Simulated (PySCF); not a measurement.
# Spinor energies of Ti (titanium, neutral)

Start: [Ar] 3d1 4s2 4p1; 3d5/2 filled at m_j = +5/2; 4p3/2 filled at m_j = +3/2. Calculated with PySCF 2.14 in x2c-TZVPall-2c with one added diffuse shell each of s, p, d type (7s8p5d1f, 63 functions): generalised Hartree-Fock with the X2C-1e Hamiltonian and a Gaussian nucleus; one run each with spin-orbit coupling (SO) switched off, then screened by Boettger's factors. This is a chosen level, not necessarily the ground level.

| spinor shell | electrons | ε, spin-free (eV) | ε, screened SO (eV) | weight of nominal j (screened SO) | rms radius, screened SO (bohr) |
| --- | --- | --- | --- | --- | --- |
| 1s1/2 | 2 | -5024.9 | -5024.9 | 1.000 | 0.0804 |
| 2s1/2 | 2 | -597.21 | -597.23 | 1.000 | 0.350 |
| 2p1/2 | 2 | -492.77 | -496.65 | 0.997 | 0.318 |
| 2p3/2 | 4 | -492.77 | -490.90 | 0.999 | 0.321 |
| 3s1/2 | 2 | -86.087 | -86.104 | 1.000 | 1.06 |
| 3p3/2 | 4 | -55.379 | -55.192 | 0.844 | 1.16 |
| 3p1/2 | 2 | -55.379 | -55.809 | 0.687 | 1.15 |
| 3d5/2 | 1 | -17.480 | -17.469 | 1.000 | 1.51 |
| 4s1/2 | 2 | -8.345 | -8.351 | 0.987 | 3.54 |
| 4p3/2 | 1 | -5.022 | -5.010 | 1.000 | 4.50 |

```
   quantity   spin-free  screened SO
E (hartree)  -852.56575   -852.57106
        M_J           4            4
       ⟨J²⟩      20.203       20.202
       ⟨L²⟩      12.159       12.158
       ⟨S²⟩       2.044        2.043
```

Each row is a mean over spinors that exchange with the open shell spreads, by up to 5.503 eV (3p3/2).

Rows whose weight is well below 1 are mixtures of j = l ± 1/2: exchange outweighs spin-orbit coupling there, and the label is only the starting occupation.

⟨J²⟩ departs a little from M_J(M_J + 1) because the unrestricted spinors polarise the closed shells.

Without spin-orbit coupling the j labels of p, d and f shells carry no meaning; the spin-free column gives the mean over the occupied spinors of each nl shell, and its ⟨J²⟩ belongs to a mixture of degenerate components.
